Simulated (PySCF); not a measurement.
C2H7OSi, SMILES C[Si](C)O (connectivity only; charge and spin as stated), charge +1, multiplicity 1. Atoms are numbered in the order given.

```xyz
11

C      1.5986    -0.8402     0.0372
Si    -0.0035     0.0321    -0.0038
C     -1.6368    -0.7631     0.2307
O      0.1244     1.6089    -0.2765
H      1.7841    -1.2164     1.0599
H      1.5704    -1.7186    -0.6305
H      2.4191    -0.1690    -0.2565
H     -1.8376    -1.4276    -0.6302
H     -2.4573    -0.0357     0.3184
H     -1.6116    -1.4031     1.1301
H     -0.5835     2.2695    -0.3332
```
Charge +1, spin multiplicity 1.

Geometry optimised at B3LYP-D3(BJ)/def2-SVP. The multiplicity is an assumed one; no other spin state was optimised. The isomer is the one that the SMILES or the coordinates give; other isomers of the formula were not compared. One conformer was computed; it need not be the lowest.

Method: HF/pcSseg-1 run with PySCF.

GIAO shieldings, no solvent; atoms listed in one row are averaged. δ = σ(ref) − σ: ¹³C against TMS (σ = 192.6 ppm); ²⁹Si against TMS (σ = 393.8 ppm); ¹⁷O against H2O (σ = 333.0 ppm); ¹H against TMS (σ = 31.99 ppm), references at their B3LYP-D3(BJ)/def2-TZVP geometries, non-relativistic.

Computed chemical shifts:
```tsv
nucleus	atoms	count	δ (ppm)
¹³C	C3	1	4.6
¹³C	C1	1	3.0
²⁹Si	Si2	1	194.7
¹⁷O	O4	1	126.2
¹H	H11	1	7.27
¹H	H5, H6, H7	3	2.23
¹H	H8, H9, H10	3	2.15
```
